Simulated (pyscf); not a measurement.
**H₃C–SiH₂–Cl (SMILES C[SiH2]Cl), singlet**

Gas-phase minimum from PySCF at ωB97X-D3(BJ)/def2-SVP, one conformer. 

SMILES: C[SiH2]Cl
```xyz
8

C      0.8501    -0.1328     0.1170
Si    -0.6065     1.0102    -0.1174
Cl    -0.1283     2.8801     0.6428
H      0.6198    -1.1351    -0.2800
H      1.0984    -0.2306     1.1852
H      1.7359     0.2547    -0.4098
H     -1.8058     0.5189     0.6132
H     -0.9384     1.1794    -1.5577
```
Charge 0, spin multiplicity 1.

Bonded distances (Å): C1–Si2 1.866, C1–H4 1.102, C1–H5 1.101, C1–H6 1.101, Si2–Cl3 2.074, Si2–H7 1.488, Si2–H8 1.488. Bond angles (°): Si2–C1–H4 110.4, Si2–C1–H5 110.6, Si2–C1–H6 110.6, H4–C1–H5 108.4, H4–C1–H6 108.4, H5–C1–H6 108.3, C1–Si2–Cl3 109.0, C1–Si2–H7 111.4, C1–Si2–H8 111.4, Cl3–Si2–H7 107.7, Cl3–Si2–H8 107.7, H7–Si2–H8 109.5.

Properties at ωB97X-D3(BJ)/def2-SVP:

| Property | Result |
|---|---|
| Harmonic wavenumbers, unscaled | 170, 198, 497, 545, 696, 708, 762, 892, 936, 977, 1289, 1437, 1443, 2274, 2275, 3070, 3174, 3183 cm⁻¹ |
| Zero-point energy | 35.1 kcal/mol |
| Rotational symmetry number | 1 |
| Entropy of this conformer at 298 K and 1 atm, rigid rotor and harmonic oscillator, modes under 100 cm⁻¹ raised to 100 | 297.3 J/(mol K) |
| Dipole moment | 1.94 D |

Single-point totals, which compare only within one level (frozen core for MP2 and CC):

```json
[
 {"level": "ωB97X-D3(BJ)/def2-TZVP", "total energy (hartree)": "-790.96546"},
 {"level": "PBE/def2-TZVP", "total energy (hartree)": "-790.49786"},
 {"level": "r²SCAN/def2-TZVP", "total energy (hartree)": "-790.81838"},
 {"level": "B3LYP-D3(BJ)/def2-TZVP", "total energy (hartree)": "-790.95507"},
 {"level": "PBE0-D3(BJ)/def2-TZVP", "total energy (hartree)": "-790.58124"},
 {"level": "M06-2X/def2-TZVP", "total energy (hartree)": "-790.84029"},
 {"level": "ωB97M-D3(BJ)/def2-TZVP", "total energy (hartree)": "-791.00426"},
 {"level": "HF/def2-TZVPP", "total energy (hartree)": "-789.31379"},
 {"level": "MP2/def2-TZVPP", "total energy (hartree)": "-789.80989"},
 {"level": "CCSD/def2-TZVPP", "total energy (hartree)": "-789.85720"},
 {"level": "CCSD(T)/def2-TZVPP", "total energy (hartree)": "-789.87765"}
]
```

Soft torsions are taken as harmonic, which can shift the entropy by several J/(mol K). The CCSD(T) − MP2 part came from Ansatz, without density fitting, on the same reference.
